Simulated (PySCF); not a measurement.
## Computed properties of Si(H)2(vinyl)(OH) (C2H6OSi), SMILES C=C[SiH2]O

Si(H)2(vinyl)(OH) (C2H6OSi), SMILES [SiH2](C=C)O. Geometry optimised at ωB97X-D3(BJ)/def2-SVP. One conformer was computed; it need not be the lowest. All values are computed for the isolated molecule unless a solvent is named; none is compared with measurement here.

**Structure.** All 24 harmonic modes at ωB97X-D3(BJ)/def2-SVP (PySCF) are real, so it is a minimum. With heavy atoms numbered as in [SiH2:1]([OH:2])[CH:3]=[CH2:4], the shortest bond between them is C3–C4 at 1.338 Å and the longest Si1–C3 at 1.870 Å.

**Vibrations.** The strongest infrared lines (harmonic, unscaled, degenerate partners summed) lie at 929 cm⁻¹ (231 km/mol, H 66 %, Si 23 %, O 9 %), 2229 cm⁻¹ (177 km/mol, H 97 %), 2282 cm⁻¹ (133 km/mol, H 97 %). The softest mode is at 115 cm⁻¹ and the zero-point energy is 46.6 kcal/mol.

**Electronic structure.** PBE0/def2-TZVP (PySCF) places the frontier levels at -7.95 and -0.51 eV, a gap of 7.44 eV, and gives a dipole moment of 1.61 D and a mean polarisability of 53.0 bohr³.

**Excitations.** TDA-B3LYP/def2-SVPD (PySCF) has S1 at 6.41 eV (193 nm, f = 0.006, weak); the most intense of the 10 singlets computed lies at 7.19 eV (f = 0.24). T1 (TDA) is at 4.28 eV, 2.13 eV under S1. No vertical singlet excitation falls in the visible range (under 3.1 eV).

**NMR.** GIAO shifts at B3LYP/pcSseg-1 (PySCF) (non-relativistic, atoms alike by connectivity averaged): ¹³C from 145.5 to 146.6 ppm against TMS; ¹H from 0.8 to 6.6 ppm against TMS; ²⁹Si at -27.9 ppm against TMS.
